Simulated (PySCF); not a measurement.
**Electric field gradients and quadrupole coupling constants**

Compound: C5H10O2Si2.
Atom-mapped SMILES: `[CH3:1][C:2](=[O:3])[C@@:4]1([SiH3:5])[CH:6]=[CH:7][O:8][SiH2:9]1` (hydrogens: H10, H11, H12 on C1; H13, H14, H15 on Si5; H16 on C6; H17 on C7; H18, H19 on Si9)

Cartesian coordinates in Å at the GFN2-xTB level; atoms count from 1:
```xyz
19
C5H10O2Si2 angstrom
C      2.1816   -0.5432   -0.4405
C      0.7517   -0.9760   -0.6224
O      0.4422   -1.9464   -1.2892
C     -0.3020   -0.1788    0.0347
Si    -1.7398   -1.4432    0.2134
C      0.0851    0.5088    1.3015
C     -0.0584    1.8245    1.3082
O     -0.5000    2.4229    0.1564
Si    -0.7617    1.3448   -1.0604
H      2.2705    0.5338   -0.5650
H      2.4971   -0.7914    0.5725
H      2.8253   -1.0610   -1.1475
H     -1.2009   -2.6435    0.8443
H     -2.7284   -0.8201    1.1035
H     -2.3478   -1.7076   -1.0830
H      0.4229   -0.0518    2.1558
H      0.1255    2.5093    2.1191
H      0.1848    1.6127   -2.1401
H     -2.1573    1.4154   -1.4687
```

Field gradients from the PBE0/pcSseg-1 density (PySCF, non-relativistic), principal values in atomic units, ordered |Vxx| ≤ |Vyy| ≤ |Vzz|:

| atom | Vxx | Vyy | Vzz |
| --- | --- | --- | --- |
| O3 | 0.5928 | 1.2701 | -1.8629 |
| O8 | -0.6106 | -0.9629 | 1.5735 |

Q: Find the asymmetry η = (Vxx − Vyy)/Vzz and the couplings χ = eQV/h (234.96 MHz × Q in barn × V in au), with Q(17O) = −0.0256 b.

A: 
```csv
atom,environment,nucleus,η,χzz (MHz),χxx (MHz),χyy (MHz)
O3,ketone oxygen,17O,0.36,11.21,-3.57,-7.64
O8,silyl ether oxygen,17O,0.22,-9.46,3.67,5.79
```

Q: What is Vzz at O8 in SI units (1 au = 9.71736 × 10²¹ V/m²)?

A: 1.5735 au = 15.291 × 10²¹ V/m².

Q: And the gradient at the other heavy atoms, for which no coupling is worked out here?

A: 
```
atom                       environment  Vzz (au)     η
  C1  methyl carbon next to a carbonyl    -0.067  0.69
  C2            ketone carbonyl carbon     0.561  0.01
  C4       sp3 carbon bound to silicon     0.091  0.99
 Si5                      SiH3 silicon     0.320  0.41
  C6                  alkene CH carbon    -0.155  0.40
  C7     vinylic carbon bearing oxygen    -0.412  0.26
 Si9              oxygen-bound silicon     0.651  0.38
```

Q: What couplings would deuterons (Q(2H) = 0.00286 b) have in place of the hydrogens, at this geometry?

A: 
```json
{"atom": "H10", "bonded to": "C1", "bond length (Å)": "1.088", "Vzz (au)": "0.3125", "η": "0.04", "χzz (kHz)": "210"}
{"atom": "H11", "bonded to": "C1", "bond length (Å)": "1.090", "Vzz (au)": "0.3116", "η": "0.03", "χzz (kHz)": "209"}
{"atom": "H12", "bonded to": "C1", "bond length (Å)": "1.087", "Vzz (au)": "0.3121", "η": "0.01", "χzz (kHz)": "210"}
{"atom": "H13", "bonded to": "Si5", "bond length (Å)": "1.459", "Vzz (au)": "0.1665", "η": "0.05", "χzz (kHz)": "112"}
{"atom": "H14", "bonded to": "Si5", "bond length (Å)": "1.469", "Vzz (au)": "0.1590", "η": "0.01", "χzz (kHz)": "107"}
{"atom": "H15", "bonded to": "Si5", "bond length (Å)": "1.456", "Vzz (au)": "0.1695", "η": "0.06", "χzz (kHz)": "114"}
{"atom": "H16", "bonded to": "C6", "bond length (Å)": "1.076", "Vzz (au)": "0.3392", "η": "0.09", "χzz (kHz)": "228"}
{"atom": "H17", "bonded to": "C7", "bond length (Å)": "1.077", "Vzz (au)": "0.3291", "η": "0.08", "χzz (kHz)": "221"}
{"atom": "H18", "bonded to": "Si9", "bond length (Å)": "1.461", "Vzz (au)": "0.1593", "η": "0.01", "χzz (kHz)": "107"}
{"atom": "H19", "bonded to": "Si9", "bond length (Å)": "1.456", "Vzz (au)": "0.1628", "η": "0.01", "χzz (kHz)": "109"}
```

The structure is a single GFN2-xTB conformer in the gas phase; no vibrational or solvent corrections. GFN2-xTB bond lengths can be off by several hundredths of an ångström, more for odd bonds, and the gradients follow them. The small basis limits the accuracy of the gradients.
